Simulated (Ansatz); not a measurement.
`[BH2][Ga]1[O]C[N]1C`, relaxed with RKS PBE0-D4/def2-TZVP in Ansatz from a GFN2-xTB geometry. The force threshold is 0.005 eV/Å; the program also tests the step.

Total charge 0; spin multiplicity 1.

Start:

```xyz
13

B     0.939   -2.324   -1.931
Ga   -0.159   -1.019   -0.783
O    -1.869   -0.585   -0.303
C    -1.422    0.464    0.516
N     0.021    0.428    0.402
C     0.753    1.463    1.086
H     2.097   -2.359   -1.813
H     0.387   -3.005   -2.701
H    -1.840    1.425    0.171
H    -1.755    0.306    1.556
H     1.819    1.319    0.912
H     0.466    2.459    0.724
H     0.562    1.429    2.166
```

How much energy does the relaxation release, and in how many steps? (Estimate.)

Computed: 1.67 kcal/mol, in 21 steps, 4 of them rejected.

Which bonds change most? (Estimate.)

Ansatz gave: Ga2–N5 from 1.879 to 1.835 Å; B1–H7 from 1.165 to 1.194 Å; B1–H8 from 1.166 to 1.193 Å; Ga2–O3 from 1.829 to 1.845 Å.

Give the relaxed structure. (Best estimate.)

Ansatz gave: 
```xyz
13

B     0.947   -2.293   -1.905
Ga   -0.117   -0.956   -0.757
O    -1.873   -0.585   -0.331
C    -1.480    0.481    0.493
N    -0.035    0.478    0.386
C     0.768    1.427    1.086
H     2.138   -2.242   -1.950
H     0.387   -3.135   -2.539
H    -1.915    1.432    0.142
H    -1.814    0.319    1.533
H     1.824    1.255    0.873
H     0.536    2.461    0.794
H     0.635    1.358    2.175
```
